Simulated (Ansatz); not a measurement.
Ansatz (a program for electronic structure) input for C3H10BrNOSi, SMILES CN(C)[Si](C)(O)Br, PBE0-D3(BJ)/def2-SVP. 

Ansatz 0.2 input:
```yaml
crystal:
  periodic: [false, false, false]
  atoms:
    - {symbol: C, position_ang: [-1.52534488, -1.06770891, 2.17702538]}
    - {symbol: N, position_ang: [-1.22434748, -0.47839270, 0.89570337]}
    - {symbol: C, position_ang: [-2.41623769, -0.16650268, 0.14117404]}
    - {symbol: Si, position_ang: [0.26855450, 0.28075294, 0.56609876]}
    - {symbol: C, position_ang: [1.69777500, -0.48296793, 1.53307884]}
    - {symbol: O, position_ang: [0.16438827, 1.89335561, 0.75224997]}
    - {symbol: Br, position_ang: [0.66226459, -0.05940916, -1.60807894]}
    - {symbol: H, position_ang: [-2.09710905, -0.37828340, 2.80876394]}
    - {symbol: H, position_ang: [-2.12104879, -1.97298417, 2.03128528]}
    - {symbol: H, position_ang: [-0.60766587, -1.33274175, 2.69337535]}
    - {symbol: H, position_ang: [-3.02363680, -1.06844249, 0.03140145]}
    - {symbol: H, position_ang: [-2.15317540, 0.19604905, -0.84916186]}
    - {symbol: H, position_ang: [-3.01717028, 0.59916287, 0.64359540]}
    - {symbol: H, position_ang: [1.67047910, -0.18274079, 2.57557183]}
    - {symbol: H, position_ang: [2.65018790, -0.15861422, 1.12277720]}
    - {symbol: H, position_ang: [1.67923565, -1.56696724, 1.49229299]}
    - {symbol: H, position_ang: [0.79905155, 2.51932286, 0.41188588]}
basis:
  gaussian:
    orbitals: def2-SVP
hamiltonian:
  xc: pbe0
  dispersion: d3bj
relax: {f_tol: 0.002, max_steps: 200}
```

It prints:

```
WARN ansatz: RAYON_NUM_THREADS=2 ignored (pool sized by the plan → 2); use --threads N
Functional definition: PBE0
integrals: 0.21 GiB planned
1844 factors; integrals over basis functions are off by at most 3.7e-4 eV
mean field: 1.47 GiB planned
mean field evaluation 1: about -84691.5689 eV, gradient 7.4e1 eV
mean field evaluation 2: about -84683.9381 eV, gradient 9.5e1 eV
mean field evaluation 4: about -84703.3229 eV, gradient 3.2e0 eV
mean field evaluation 8: about -84703.3757 eV, gradient 2.1e-1 eV
mean field evaluation 16: about -84703.3758 eV, gradient 4.1e-5 eV
mean field -84703.37577631 eV, -3112.7916457693 hartree, gradient 4.1e-5 eV, S^2 0.000000; 0 other end points of the search recorded, 0 dependent functions left out
the calculation of the forces begins
reference -84703.37580771 eV, -3112.7916469230 hartree; 46, 46 occupied and 124, 124 virtual orbitals, 1844 factors
relax step   1: F+E_penalty+E_count = -84703.79966623 eV  Δ(F+E_penalty+E_count) = +0.000e0 eV  max|allowed force component| = 1.128e0 eV/Å  Δτ_max = 0.0000 Å  (26 SCF iters, accepted)
these checks for a lower state are left out or cut short: starts, cluster_reference, orbital_swaps, neighbouring_geometries, increment
integrals: 0.21 GiB planned
1844 factors; integrals over basis functions are off by at most 3.8e-4 eV
mean field: 1.47 GiB planned
mean field -84703.44821139 eV, -3112.7943077092 hartree, gradient 6.9e-5 eV, S^2 0.000000; 0 other end points of the search recorded, 0 dependent functions left out
the calculation of the forces begins
[...]
these checks for a lower state are left out or cut short: starts, cluster_reference, orbital_swaps, neighbouring_geometries, increment
integrals: 0.21 GiB planned
1844 factors; integrals over basis functions are off by at most 4.5e-4 eV
mean field: 1.47 GiB planned
mean field -84703.53875846 eV, -3112.7976352526 hartree, gradient 1.0e-5 eV, S^2 0.000000; 0 other end points of the search recorded, 0 dependent functions left out
the calculation of the forces begins
reference -84703.53878980 eV, -3112.7976364046 hartree; 46, 46 occupied and 124, 124 virtual orbitals, 1844 factors
relax step  11: F+E_penalty+E_count = -84703.95997011 eV  Δ(F+E_penalty+E_count) = -1.942e-3 eV  max|allowed force component| = 2.630e-1 eV/Å  Δτ_max = 0.1951 Å  (27 SCF iters, accepted)
these checks for a lower state are left out or cut short: starts, cluster_reference, orbital_swaps, neighbouring_geometries, increment
integrals: 0.21 GiB planned
1844 factors; integrals over basis functions are off by at most 4.5e-4 eV
mean field: 1.47 GiB planned
mean field -84703.54745645 eV, -3112.7979548978 hartree, gradient 6.5e-5 eV, S^2 0.000000; 0 other end points of the search recorded, 0 dependent functions left out
the calculation of the forces begins
reference -84703.54748774 eV, -3112.7979560479 hartree; 46, 46 occupied and 124, 124 virtual orbitals, 1844 factors
relax step  12: F+E_penalty+E_count = -84703.96977535 eV  Δ(F+E_penalty+E_count) = -9.805e-3 eV  max|allowed force component| = 1.237e-1 eV/Å  Δτ_max = 0.0513 Å  (25 SCF iters, accepted)
these checks for a lower state are left out or cut short: starts, cluster_reference, orbital_swaps, neighbouring_geometries, increment
integrals: 0.21 GiB planned
1844 factors; integrals over basis functions are off by at most 4.5e-4 eV
mean field: 1.47 GiB planned
mean field -84703.55076338 eV, -3112.7980764252 hartree, gradient 6.5e-5 eV, S^2 0.000000; 0 other end points of the search recorded, 0 dependent functions left out
the calculation of the forces begins
reference -84703.55079466 eV, -3112.7980775750 hartree; 46, 46 occupied and 124, 124 virtual orbitals, 1844 factors
relax step  13: F+E_penalty+E_count = -84703.97348881 eV  Δ(F+E_penalty+E_count) = -3.713e-3 eV  max|allowed force component| = 5.608e-2 eV/Å  Δτ_max = 0.0380 Å  (25 SCF iters, accepted)
these checks for a lower state are left out or cut short: starts, cluster_reference, orbital_swaps, neighbouring_geometries, increment
integrals: 0.21 GiB planned
1844 factors; integrals over basis functions are off by at most 4.5e-4 eV
mean field: 1.47 GiB planned
mean field -84703.54796899 eV, -3112.7979737335 hartree, gradient 6.8e-5 eV, S^2 0.000000; 0 other end points of the search recorded, 0 dependent functions left out
the calculation of the forces begins
reference -84703.54800019 eV, -3112.7979748799 hartree; 46, 46 occupied and 124, 124 virtual orbitals, 1844 factors
relax step  14: F+E_penalty+E_count = -84703.97163658 eV  Δ(F+E_penalty+E_count) = +1.852e-3 eV  max|allowed force component| = 2.607e-1 eV/Å  Δτ_max = 0.0650 Å  (25 SCF iters, rejected (line search))
these checks for a lower state are left out or cut short: starts, cluster_reference, orbital_swaps, neighbouring_geometries, increment
integrals: 0.21 GiB planned
1844 factors; integrals over basis functions are off by at most 4.4e-4 eV
mean field: 1.47 GiB planned
mean field evaluation 96: about -84703.5273 eV, gradient 6.5e-3 eV
mean field -84703.55230147 eV, -3112.7981329492 hartree, gradient 6.5e-5 eV, S^2 0.000000; 0 other end points of the search recorded, 0 dependent functions left out
the calculation of the forces begins
reference -84703.55233274 eV, -3112.7981340984 hartree; 46, 46 occupied and 124, 124 virtual orbitals, 1844 factors
relax step  15: F+E_penalty+E_count = -84703.97508404 eV  Δ(F+E_penalty+E_count) = -1.595e-3 eV  max|allowed force component| = 2.485e-2 eV/Å  Δτ_max = 0.0313 Å  (26 SCF iters, accepted)
these checks for a lower state are left out or cut short: starts, cluster_reference, orbital_swaps, neighbouring_geometries, increment
integrals: 0.21 GiB planned
1844 factors; integrals over basis functions are off by at most 4.4e-4 eV
mean field: 1.47 GiB planned
mean field -84703.55358432 eV, -3112.7981800931 hartree, gradient 6.5e-5 eV, S^2 0.000000; 0 other end points of the search recorded, 0 dependent functions left out
the calculation of the forces begins
reference -84703.55361560 eV, -3112.7981812424 hartree; 46, 46 occupied and 124, 124 virtual orbitals, 1844 factors
relax step  16: F+E_penalty+E_count = -84703.97634491 eV  Δ(F+E_penalty+E_count) = -1.261e-3 eV  max|allowed force component| = 5.368e-2 eV/Å  Δτ_max = 0.0658 Å  (25 SCF iters, accepted)
these checks for a lower state are left out or cut short: starts, cluster_reference, orbital_swaps, neighbouring_geometries, increment
integrals: 0.21 GiB planned
1844 factors; integrals over basis functions are off by at most 4.4e-4 eV
mean field: 1.47 GiB planned
mean field -84703.55415977 eV, -3112.7982012405 hartree, gradient 6.1e-5 eV, S^2 0.000000; 0 other end points of the search recorded, 0 dependent functions left out
the calculation of the forces begins
reference -84703.55419110 eV, -3112.7982023916 hartree; 46, 46 occupied and 124, 124 virtual orbitals, 1844 factors
relax step  17: F+E_penalty+E_count = -84703.97683080 eV  Δ(F+E_penalty+E_count) = -4.859e-4 eV  max|allowed force component| = 3.590e-2 eV/Å  Δτ_max = 0.0387 Å  (25 SCF iters, accepted)
these checks for a lower state are left out or cut short: starts, cluster_reference, orbital_swaps, neighbouring_geometries, increment
integrals: 0.21 GiB planned
1844 factors; integrals over basis functions are off by at most 4.3e-4 eV
mean field: 1.47 GiB planned
mean field -84703.55431956 eV, -3112.7982071128 hartree, gradient 6.0e-5 eV, S^2 0.000000; 0 other end points of the search recorded, 0 dependent functions left out
the calculation of the forces begins
reference -84703.55435091 eV, -3112.7982082647 hartree; 46, 46 occupied and 124, 124 virtual orbitals, 1844 factors
relax step  18: F+E_penalty+E_count = -84703.97701454 eV  Δ(F+E_penalty+E_count) = -1.837e-4 eV  max|allowed force component| = 2.318e-2 eV/Å  Δτ_max = 0.0209 Å  (26 SCF iters, accepted)
these checks for a lower state are left out or cut short: starts, cluster_reference, orbital_swaps, neighbouring_geometries, increment
integrals: 0.21 GiB planned
1844 factors; integrals over basis functions are off by at most 4.3e-4 eV
mean field: 1.47 GiB planned
mean field -84703.55440361 eV, -3112.7982102015 hartree, gradient 8.8e-6 eV, S^2 0.000000; 0 other end points of the search recorded, 0 dependent functions left out
the calculation of the forces begins
reference -84703.55443497 eV, -3112.7982113538 hartree; 46, 46 occupied and 124, 124 virtual orbitals, 1844 factors
relax step  19: F+E_penalty+E_count = -84703.97705231 eV  Δ(F+E_penalty+E_count) = -3.777e-5 eV  max|allowed force component| = 1.031e-2 eV/Å  Δτ_max = 0.0040 Å  (22 SCF iters, accepted)
these checks for a lower state are left out or cut short: starts, cluster_reference, orbital_swaps, neighbouring_geometries, increment
integrals: 0.21 GiB planned
1844 factors; integrals over basis functions are off by at most 4.3e-4 eV
mean field: 1.47 GiB planned
mean field -84703.55440892 eV, -3112.7982103964 hartree, gradient 1.5e-5 eV, S^2 0.000000; 0 other end points of the search recorded, 0 dependent functions left out
the calculation of the forces begins
reference -84703.55444027 eV, -3112.7982115488 hartree; 46, 46 occupied and 124, 124 virtual orbitals, 1844 factors
relax step  20: F+E_penalty+E_count = -84703.97705235 eV  Δ(F+E_penalty+E_count) = -4.290e-8 eV  max|allowed force component| = 1.227e-2 eV/Å  Δτ_max = 0.0034 Å  (22 SCF iters, accepted)
these checks for a lower state are left out or cut short: starts, cluster_reference, orbital_swaps, neighbouring_geometries, increment
integrals: 0.21 GiB planned
1844 factors; integrals over basis functions are off by at most 4.3e-4 eV
mean field: 1.47 GiB planned
mean field evaluation 128: about -84703.5544 eV, gradient 1.1e-1 eV
mean field -84703.55440081 eV, -3112.7982100983 hartree, gradient 4.6e-5 eV, S^2 0.000000; 0 other end points of the search recorded, 0 dependent functions left out
the calculation of the forces begins
reference -84703.55443216 eV, -3112.7982112505 hartree; 46, 46 occupied and 124, 124 virtual orbitals, 1844 factors
relax step  21: F+E_penalty+E_count = -84703.97706919 eV  Δ(F+E_penalty+E_count) = -1.684e-5 eV  max|allowed force component| = 1.889e-3 eV/Å  Δτ_max = 0.0015 Å  (20 SCF iters, accepted)
integrals: 0.21 GiB planned
1844 factors; integrals over basis functions are off by at most 4.3e-4 eV
mean field: 1.47 GiB planned
mean field -84703.55440081 eV, -3112.7982100983 hartree, gradient 4.6e-5 eV, S^2 0.000000; 1 other end points of the search recorded, 0 dependent functions left out
the calculation of the forces begins
reference -84703.55443216 eV, -3112.7982112505 hartree; 46, 46 occupied and 124, 124 virtual orbitals, 1844 factors
Total energy: -84703.97710055 eV, -3112.8137440273 hartree
Atom 0 at    -1.485145    -1.394330     1.958871 Å, force    -0.000228     0.001396    -0.001228 eV/Å
Atom 1 at    -1.247712    -0.247165     1.119544 Å, force     0.000479    -0.001889    -0.000142 eV/Å
Atom 2 at    -2.429281     0.265358     0.466443 Å, force     0.001845    -0.001027     0.000181 eV/Å
Atom 3 at     0.308787     0.175377     0.546910 Å, force    -0.001151     0.000141     0.000197 eV/Å
Atom 4 at     1.643173    -0.256311     1.762610 Å, force     0.000948    -0.000365    -0.000839 eV/Å
Atom 5 at     0.261631     1.787416     0.155325 Å, force     0.001072    -0.000326    -0.000616 eV/Å
Atom 6 at     0.844333    -0.867391    -1.400458 Å, force    -0.000737     0.001409     0.001108 eV/Å
Atom 7 at    -2.222171    -1.154957     2.747185 Å, force     0.000263    -0.000055    -0.000233 eV/Å
Atom 8 at    -1.877363    -2.260684     1.390679 Å, force     0.000221     0.000522     0.000342 eV/Å
Atom 9 at    -0.561214    -1.715064     2.460747 Å, force    -0.000500    -0.000082    -0.000142 eV/Å
Atom 10 at    -2.887153    -0.475549    -0.217706 Å, force     0.000055     0.000094     0.000331 eV/Å
Atom 11 at    -2.179215     1.164984    -0.112410 Å, force    -0.000299     0.000162    -0.000054 eV/Å
Atom 12 at    -3.192585     0.549203     1.213374 Å, force    -0.000534     0.000448     0.000276 eV/Å
Atom 13 at     1.430699     0.198348     2.742580 Å, force    -0.000663     0.000154     0.000139 eV/Å
Atom 14 at     2.603527     0.136259     1.396698 Å, force    -0.000161    -0.000015     0.000491 eV/Å
Atom 15 at     1.752334    -1.343357     1.887495 Å, force     0.000107     0.000157     0.000149 eV/Å
Atom 16 at     0.643555     2.010752    -0.698846 Å, force    -0.000716    -0.000723     0.000040 eV/Å
Dipole moment:    -0.064040     0.006524     0.258679 e Å
```

The calculation finished and met its thresholds.
